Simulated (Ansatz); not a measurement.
Two isomers of C2H10GeSi: A = `[SiH3]C[CH2][GeH3]`, B = `C[CH2][GeH2][SiH3]`.

Computed with Ansatz on PBE0-D4/def2-TZVP structures; ΔE is electronic, products minus reactants. CBS: MP2 limit from def2 TZ/QZ plus the TZ coupled-cluster correction, frozen cores. DFT in def2-TZVPP. B3LYP here is the variant with VWN-RPA as its local correlation; programs differ in this. For Ge outer-core shells are correlated without core-valence functions, which leaves a few kJ/mol of doubt a bond. Scalar relativity is left out up to krypton. Each species was taken in one conformer, which may not be the lowest.

**Question.** Which isomer does CCSD(T)/CBS put lower? Give the gap. (An estimate is asked.)

**Answer.** The calculation gave: B, by 25.8 kJ/mol.

**Question.** Give E(B) − E(A) in kJ/mol with B3LYP, CCSD/def2-TZVPP, r2SCAN-D4, MP2/def2-TZVPP, CCSD(T)/def2-TZVPP, PBE-D4, PBE0-D4. (An estimate is asked.)

**Answer.** The calculation gave: B3LYP -28.0, CCSD/def2-TZVPP -25.2, r2SCAN-D4 -29.0, MP2/def2-TZVPP -22.4, CCSD(T)/def2-TZVPP -25.5, PBE-D4 -33.5, PBE0-D4 -31.7. None reverses the order clearly.

Largest T1 diagnostic: 0.011.
